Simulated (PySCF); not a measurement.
Cd(Me)(SMe) (C2H6CdS), SMILES C[S][Cd][CH3]. Atoms are numbered in the order given.

```xyz
10

Cd    -0.3918     0.2860     0.2890
C     -2.0311     1.5637     0.7030
H     -2.4415     1.3337     1.7058
H     -2.8274     1.4133    -0.0519
H     -1.7052     2.6216     0.6803
S      1.4506    -1.1583    -0.1104
C      1.6192    -1.1020    -1.9457
H      0.7206    -1.4877    -2.4652
H      2.4708    -1.7630    -2.1996
H      1.8526    -0.0857    -2.3182
```

Coordinates come from a PBE-D3(BJ)/def2-SVP optimisation. The structure was generated by enumeration; whether it is a known compound was not checked. The def2 effective core potentials stand for the cores of Cd; spin–orbit coupling is left out. One conformer was computed; it need not be the lowest.

Level of theory: PBE-D3(BJ)/def2-SVP in PySCF.

Frequencies are harmonic and unscaled.

A small imaginary wavenumber (i) marks a very flat motion, where grid noise or a shallow saddle decides the sign.

```csv
mode,ν (cm⁻¹),IR (km/mol),moving atoms (share of kinetic energy)
1,19i,0.2,H 94 %
2,84,1.0,"C 59 %, H 26 %, Cd 14 %"
3,92,0.4,"H 64 %, C 21 %, Cd 11 %"
4,116,2.0,"H 53 %, S 17 %, C 15 %, Cd 15 %"
5,163,0.9,"C 40 %, S 21 %, Cd 20 %, H 19 %"
6,326,18.4,"S 76 %, Cd 13 %"
7,498,28.9,"C 66 %, H 17 %, Cd 16 %"
8,675,29.2,"H 83 %, C 16 %"
9,681,28.6,"H 84 %, C 15 %"
10,688,6.4,"C 58 %, S 31 %, H 11 %"
11,919,7.1,"H 84 %, C 14 %"
12,931,10.1,"H 82 %, C 16 %"
13,1125,5.9,"H 83 %, C 17 %"
14,1283,24.4,"H 87 %, C 13 %"
15,1380,1.0,H 95 %
16,1381,0.7,H 95 %
17,1404,6.0,H 95 %
18,1406,8.5,H 95 %
19,2976,34.8,H 98 %
20,2984,8.9,H 98 %
21,3078,6.1,"H 90 %, C 10 %"
22,3080,2.2,"H 90 %, C 10 %"
23,3095,3.1,"H 91 %, C 9 %"
24,3098,3.2,"H 90 %, C 10 %"
```
